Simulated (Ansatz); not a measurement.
Reaction (formal exchange of groups at a C–Sn bond): `[SnH3][CH2][SnH3]` + ethylene → `C=C[CH2][SnH3]` + `[SnH4]`

Gas-phase electronic energies from Ansatz, PBE0-D4/def2-TZVP geometries. CCSD(T)/CBS is the MP2 limit (def2-TZVPP, def2-QZVPP) plus CCSD(T) − MP2 in def2-TZVPP, frozen cores. This one scheme is used for every species. DFT in def2-TZVPP. Elements past krypton have def2 core potentials. For Sn outer-core shells are correlated without core-valence functions, which leaves a few kJ/mol of doubt a bond. Each species was taken in one conformer, which may not be the lowest.

(1) Is it downhill or uphill in electronic energy at CCSD(T)/CBS, and by how much? (Estimate.)

(2) What do these levels give: LDA (SPW92), BLYP-D4, PBE0-D4, CAM-B3LYP-D4, B2PLYP, BLYP, MP2/def2-SVP, HF/def2-TZVPP, MP2/def2-TZVPP, SCS-MP2/def2-TZVPP, HF/def2-QZVPP, CCSD/CBS(def2)? (Best estimate.)

Largest T1 diagnostic among the species: 0.013.

Results:

(1) Ansatz gave: Uphill: ΔE = +5.7 kcal/mol.

(2) Ansatz gave: LDA (SPW92) -1.1, BLYP-D4 1.9, PBE0-D4 2.0, CAM-B3LYP-D4 2.0, B2PLYP 3.4, BLYP 2.2, MP2/def2-SVP 1.4, HF/def2-TZVPP 3.1, MP2/def2-TZVPP 5.1, SCS-MP2/def2-TZVPP 4.9, HF/def2-QZVPP 3.3, CCSD/CBS(def2) 5.6 kcal/mol.

Leaving LDA and LC-ωPBE aside and taking each functional with its dispersion term where it has one, the values, not all of them listed here, spread over 2.7 kcal/mol, from B97M-V to B2PLYP. LDA lies −2.7 kcal/mol from PBE without D4. At CCSD(T), def2-SVP lies −4.5 kcal/mol from the extrapolated value and def2-TZVPP −1.2 kcal/mol.
